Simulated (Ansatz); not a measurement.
System (SMILES): F[C]F (closed-shell singlet).
Geometry (B3LYP-D3(BJ)/def2-TZVP, fixed):
```
C
F 1 1.3036
F 1 1.3036 2 104.75
```
Charge 0, spin multiplicity 1.

Basis-set convergence of the dipole moment at MP2 with Ansatz (a program for electronic structure). Dipoles come from the density behind the forces; the sign is taken along the dipole that this method gives in the largest set. The reference of a correlated method is not its basis-set limit, which lies further on. All functions are spherical. Cores are frozen. A restricted Hartree-Fock determinant is unstable towards unrestricted orbitals. No added dispersion term, no relativity. Reference: the value in aug-pcseg-3, 0.578 D, itself unsure by roughly 0.002 D (its mean distance from aug-cc-pVQZ, def2-QZVPPD). Deviations are taken from unrounded values.

```
basis        functions  dipole moment (D)
-----------  ---------  -----------------
cc-pVDZ             42              0.636
aug-cc-pVDZ         69              0.592
def2-SVP            42              0.681
def2-SVPD           66              0.613
pcseg-1             42              0.500
aug-pcseg-1         69              0.580
6-311G**            54              0.615
6-311+G**           66              0.536
cc-pVTZ             90              0.632
aug-cc-pVTZ        138              0.579
pcseg-2             90              0.586
aug-pcseg-2        138              0.585
def2-TZVPP          93              0.624
def2-TZVPPD        117              0.587
cc-pVQZ            165              0.592
aug-cc-pVQZ        240              0.573
def2-QZVPP         171              0.584
def2-QZVPPD        195              0.578
pcseg-3            180              0.574
aug-pcseg-3        255              0.578
```

What the diffuse functions change, pair by pair:
- cc-pVDZ to aug-cc-pVDZ: 27 more functions, deviation 0.058 to 0.014 D
- def2-SVP to def2-SVPD: 24 more functions, deviation 0.104 to 0.035 D
- pcseg-1 to aug-pcseg-1: 27 more functions, deviation -0.078 to 0.003 D
- 6-311G** to 6-311+G**: 12 more functions, deviation 0.038 to -0.042 D
- cc-pVTZ to aug-cc-pVTZ: 48 more functions, deviation 0.054 to 0.002 D
- pcseg-2 to aug-pcseg-2: 48 more functions, deviation 0.009 to 0.007 D
- def2-TZVPP to def2-TZVPPD: 24 more functions, deviation 0.047 to 0.010 D
- cc-pVQZ to aug-cc-pVQZ: 75 more functions, deviation 0.014 to -0.005 D
- def2-QZVPP to def2-QZVPPD: 24 more functions, deviation 0.007 to 0.000 D
- pcseg-3 to aug-pcseg-3: 75 more functions, deviation -0.003 to 0.000 D

Leaving out the reference's own pair, they bring the value nearer the reference by more than 0.002 D in 7 of 9 pairs.
